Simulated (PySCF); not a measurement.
B(CF3)(H)(OMe) (C2H4BF3O), SMILES COBC(F)(F)F. Atoms are numbered in the order given.

```xyz
11

B     -0.2183    -0.2729     1.1539
C      0.6073     0.5037     0.0000
F     -0.1804     1.3856    -0.6511
F      1.0803    -0.3535    -0.9266
F      1.6523     1.1868     0.4700
H      0.0688    -0.1252     2.3154
O     -1.2267    -1.0873     0.8554
C     -1.7076    -1.3917    -0.4395
H     -1.1768    -2.2705    -0.8337
H     -2.7754    -1.6325    -0.3525
H     -1.5805    -0.5506    -1.1353
```
Charge 0, spin multiplicity 1.

Coordinates come from a PBE0-D3(BJ)/def2-SVP optimisation. Other conformers were not sampled.

Vertical ionisation energy (IE) and electron affinity (EA) in eV. Rows of orbital energies are one-electron estimates. Where ΔSCF, EOM or ADC give a negative EA the extra electron is unbound and the value depends on the basis.

| level | IE | EA |
|---|---|---|
| −ε(HOMO), −ε(LUMO), HF/def2-TZVP (PySCF) | ___ | ___ |
| −ε(HOMO), −ε(LUMO), PBE/def2-TZVP (PySCF) | 7.36 | 2.13 |

Task: Complete the blanks. (An estimate is asked for; the answer gives what the named calculation found.)

Result: 
- −ε(HOMO), −ε(LUMO), HF/def2-TZVP (PySCF), IE: 12.98
- −ε(HOMO), −ε(LUMO), HF/def2-TZVP (PySCF), EA: -2.36
